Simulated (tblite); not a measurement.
Species: C7H12NP.
Geometry (GFN2-xTB, Å), atoms numbered from 1 in this order:
```xyz
21
C7H12NP angstrom
C      2.0248   -1.4978    0.1077
C      1.6478   -0.0767   -0.2907
P      0.1756    0.5179    0.6804
C     -0.0787    2.1414   -0.2432
C      1.0185    3.0237    0.0103
N      1.9107    3.7098    0.2156
C     -1.1360   -0.4135   -0.2080
C     -1.7214   -1.6238    0.4625
C     -2.5284   -0.3743    0.3563
H      1.2074   -2.1851   -0.1034
H      2.9041   -1.8275   -0.4424
H      2.2467   -1.5469    1.1718
H      1.4317   -0.0231   -1.3632
H      2.4745    0.6067   -0.0750
H     -1.0038    2.5959    0.1223
H     -0.1635    1.9547   -1.3184
H     -1.0352   -0.4460   -1.2903
H     -1.9907   -2.4690   -0.1536
H     -1.3405   -1.8975    1.4355
H     -3.3590   -0.3488   -0.3333
H     -2.6936    0.1968    1.2586
```

All values are computed: GFN2-xTB (tblite) harmonic vibrations without scaling, gas phase. This tight-binding method is rough: wavenumbers can miss measured ones by several per cent, in bad cases by 10 to 20. One conformer, not necessarily the lowest.

Harmonic wavenumbers (cm⁻¹): 45.5, 55.9, 73.6, 97.1, 147.8, 178.1, 193.1, 240.1, 276.6, 315.4, 348.0, 376.9, 470.0, 654.8, 680.9, 719.1, 764.0, 796.7, 809.8, 833.8, 960.6, 985.5, 994.0, 1006.1, 1015.6, 1034.6, 1058.8, 1070.2, 1072.1, 1077.4, 1085.9, 1152.0, 1153.8, 1214.5, 1225.7, 1257.5, 1328.3, 1380.9, 1410.5, 1435.1, 1444.4, 1479.9, 1496.8, 1499.2, 2398.7, 2914.3, 2922.9, 2948.0, 2951.6, 2971.6, 3022.2, 3025.6, 3033.2, 3076.8, 3080.8, 3081.6, 3098.2.

A = 1990, B = 937.6, C = 682.9 MHz; mass 141.071 u (most abundant isotopes); point group C1, symmetry number 1.

Task: Zero-point energy?

Result: ½Σν̃ = 37721 cm⁻¹ = 451.24 kJ/mol.

Task: What is S at 200 K and 1 bar for an ideal gas of classical rigid rotors and harmonic oscillators?

Result: Translation 162.28, rotation 120.18, vibration 100.01: S = 382.5 J/(mol K).

Task: And Cp and H(200 K) − H(0)?

Result: Cp = 130.86 J/(mol K), of which vibrations give 97.60 (their classical limit is 57 R = 473.9); H(200 K) − H(0) = 17.21 kJ/mol without the zero-point energy, 10.56 from vibrations.

Task: Blend soft modes into free rotors: weight 1/[1 + (100 cm⁻¹/ν̃)⁴] for the oscillator and the rest for a rotor with moment μB/(μ + B), μ = h/(8π²ν), B = 10⁻⁴⁴ kg m². What vibrational entropy results?

Result: 91.35 J/(mol K) in place of 100.01, which changes −T·S at 200 K by +1.73 kJ/mol.

Task: How do the functions run with temperature in this model?

Result: 
```tsv
T (K)	S (J/(mol K))	Cp (J/(mol K))	H − H(0) (kJ/mol)	G − H(0) (kJ/mol)	ln q(vib)
100	307.2	90.0	6.13	-24.60	2.38
300	443.8	175.6	32.49	-100.65	8.76
500	554.3	260.1	76.47	-200.67	14.63
800	696.0	341.9	167.87	-388.90	22.95
1000	776.3	377.8	240.01	-536.30	28.09
```

q(vib) and H(0) count from the zero-point level.

Hindered rotation and anharmonicity are outside this model. Other conformers, if any are populated, would add a mixing term that is left out. The structure is chiral; the term R ln 2 for an equal mix with its mirror image is left out.
